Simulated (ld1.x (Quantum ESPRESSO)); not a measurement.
Which change was made? (Ag, TM)

| Item | Value |
| --- | --- |
| Element | Ag (Z = 47) |
| Generator | ld1.x (Quantum ESPRESSO) 7.5 |
| Type | norm-conserving Troullier–Martins (Kleinman–Bylander form) |
| Functional | PBE |
| Relativity | scalar-relativistic |
| Frozen core | [Ar] 3d10 |
| Valence charge | 19 |
| Reference configuration | 4s2 4p6 4d9.5 5s0 5p0 (charge +1.5) |
| Partial waves | 4s (bound): rc 0.85 bohr; 4p (bound): rc 1.15 bohr; 4d (bound): rc 1.60 bohr |
| Local potential | the d channel |
| Core correction | a·sin(br)/r model core inside 0.80 bohr |

Cutoffs, loose and tight: the cutoffs (Ry, on a coarse ladder) from which the occupation-weighted sum of valence levels, in a spherical-Bessel basis at the reference potential, stays within 10 and 1 mRy of its value at 400 Ry. They do not see the model core or the augmentation charge, which bear on the density cutoff. Test errors are all-electron minus pseudo excitation energies from the reference, over the configurations 4s2 4p6 4d10 5s1 5p0; 4s2 4p6 4d10 5s0 5p0; 4s2 4p6 4d9 5s0 5p0; 4s2 4p6 4d9 5s1 5p1; 4s2 4p6 4d9 5s2 5p0; 4s2 4p6 4d9 5s1 5p0; 4s2 4p6 4d8 5s0 5p0; variants that change the core or the reference have their own tests.

The base gives: outcome: generated; cutoff, loose: 160 Ry; cutoff, tight: 260 Ry; bound ghosts: none; largest test error (meV): -6.6.

On the changes marked as counting shells twice: ld1.x takes every shell without a wave as core, so the model core holds the marked electrons as well and exchange and correlation see them twice. This cancels in the reference configuration, but the file is broken for other ones, and its errors say nothing about a proper core correction.

Question: After one change the result is: outcome: generated; cutoff, loose: 160 Ry; cutoff, tight: 260 Ry; bound ghosts: none; largest test error (meV): -938. Which change was it?
A. reference 4s2 4p6 4d9 5s2 5p0 (5s counted twice)
B. all radii but the core radius scaled by about 1.22 (s 1.04, p 1.40, d 1.94 bohr)
C. wave 4s (bound): rc 0.85 bohr becomes 4s (bound): rc 1.06 bohr

Answer: A. The others give: all radii but the core radius scaled by about 1.22 (s 1.04, p 1.40, d 1.94 bohr) → outcome: generated; cutoff, loose: 140 Ry; cutoff, tight: 230 Ry; bound ghosts: none; largest test error (meV): -27 | wave 4s (bound): rc 0.85 bohr becomes 4s (bound): rc 1.06 bohr → outcome: generated; cutoff, loose: 140 Ry; cutoff, tight: 230 Ry; bound ghosts: none; largest test error (meV): +67.
